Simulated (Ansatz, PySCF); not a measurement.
Bi(OH)2(OMe) (CH₅BiO₃), SMILES C[O][Bi]([OH])[OH]. Atoms are numbered in the order given.

```xyz
10

Bi    -0.0625     0.1293     0.3973
O      0.4288     1.5984    -0.9973
H     -0.2209     1.5479    -1.7135
O     -1.8886    -0.2816    -0.5343
H     -1.8245    -1.1195    -1.0123
O      0.9720    -1.4515    -0.4946
C      1.3097    -1.4177    -1.8519
H      1.5012    -0.3921    -2.2203
H      2.2290    -2.0084    -2.0098
H      0.5194    -1.8609    -2.4905
```
Charge 0, spin multiplicity 1.

Geometry: PBE0-D3(BJ)/def2-SVP. The structure was generated by enumeration; whether it is a known compound was not checked. The def2 effective core potentials stand for the cores of Bi; spin–orbit coupling is left out. Other conformers were not sampled.

Two levels are set side by side: PBE-D3(BJ)/def2-SVP (Ansatz, an electronic-structure program) and PBE0-D3(BJ)/def2-SVP (Ansatz). Each level has its own optimised geometry; the coordinates shown are those of the second. Frequencies come from the Hessian of PySCF at each geometry. Differences are taken from unrounded values.

```
quantity                            PBE0-D3(BJ)
----------------------------------  -----------
mean bond length (Å)                      1.435
bond Bi1–O2 (Å)                           2.084
bond Bi1–O4 (Å)                           2.091
bond Bi1–O6 (Å)                           2.089
bond O6–C7 (Å)                            1.399
bond O2–H3 (Å)                            0.968
bond O4–H5 (Å)                            0.967
bond C7–H8 (Å)                            1.106
bond C7–H9 (Å)                            1.104
bond C7–H10 (Å)                           1.108
highest harmonic wavenumber (cm⁻¹)         3860
mean harmonic wavenumber (cm⁻¹)            1230
zero-point energy (kcal/mol)              42.20
```

What does PBE-D3(BJ) give, and how far is it from PBE0-D3(BJ)? (The exact figures need the calculation; the answer reports its results.)


```tsv
quantity	PBE-D3(BJ)	PBE-D3(BJ) minus PBE0-D3(BJ)
mean bond length (Å)	1.455	0.019
bond Bi1–O2 (Å)	2.118	0.034
bond Bi1–O4 (Å)	2.125	0.034
bond Bi1–O6 (Å)	2.126	0.037
bond O6–C7 (Å)	1.415	0.015
bond O2–H3 (Å)	0.982	0.014
bond O4–H5 (Å)	0.980	0.013
bond C7–H8 (Å)	1.116	0.009
bond C7–H9 (Å)	1.114	0.009
bond C7–H10 (Å)	1.117	0.009
highest harmonic wavenumber (cm⁻¹)	3672	-188
mean harmonic wavenumber (cm⁻¹)	1183	-47
zero-point energy (kcal/mol)	40.59	-1.62
```

Exact exchange shortens and stiffens bonds; PBE has none. Differences between two approximate levels are no errors against the true value.
